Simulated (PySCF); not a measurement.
Electron correlation in Gd (gadolinium, neutral)

[Xe] 4f7 5d2 6s1, high-spin 11F determinant (an excited configuration). All numbers are calculated (PySCF 2.14, scalar relativity by spin-free X2C-1e, in cc-pVDZ-X2C (8s7p5d3f1g, 84 functions)). Frozen: [Kr] 4d10; 18 electrons correlated.

MP2 pair energies summed by pair of shells (mhartree):

```csv
pair,energy,share (%)
4f-5p,-112.33,25.3
5p-5p,-97.66,22.0
4f-4f,-91.27,20.5
5p-5d,-39.70,8.9
5s-5p,-29.50,6.6
4f-5s,-22.88,5.2
4f-5d,-14.87,3.3
5p-6s,-13.60,3.1
5d-6s,-6.11,1.4
5s-5s,-5.33,1.2
5s-5d,-4.12,0.9
4f-6s,-3.33,0.8
5d-5d,-2.93,0.7
5s-6s,-0.63,0.1
```

Total MP2 correlation energy: -444.26 mhartree.

Same-spin part -223.34 and opposite-spin part -220.92 mhartree; SCS-MP2 scales them by 1/3 and 6/5 to -339.55 mhartree.
